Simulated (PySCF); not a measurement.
Low-lying terms of Cl¹⁵⁺ (chlorine, charge +15)

Ground state 1s2, ¹S. All numbers are calculated (PySCF 2.14, the spin-free X2C one-electron Hamiltonian (Gaussian nucleus), in an even-tempered Gaussian basis (18 s from 0.704 bohr⁻², ratio 2.5; 9 p from 0.864 bohr⁻², ratio 2.7; 7 d from 0.941 bohr⁻², ratio 2.7; 3 f from 75 bohr⁻², ratio 2.7)). Vertical excitation energies in eV without spin-orbit coupling; excited terms of each kind are numbered among those the solver found. Frozen: nothing.

```
 term  leading excitation  EOM-EE-CCSD
 1 3S              1s → s       2758.4
 1 1S              1s → s       2777.3
1 3P°              1s → p       2777.7
1 1P°              1s → p       2791.3
 2 3S              1s → s       3264.2
 2 1S              1s → s       3269.2
2 3P°              1s → p       3269.6
 1 3D              1s → d       3272.7
 1 1D              1s → d       3272.9
2 1P°              1s → p       3273.4
 2 3D              1s → d       3442.9
 2 1D              1s → d       3443.0
```

Only the lower part of the computed list is shown. Doubly excited terms such as np² are absent. The solver can miss terms. The 12 highest virtual orbitals were dropped.
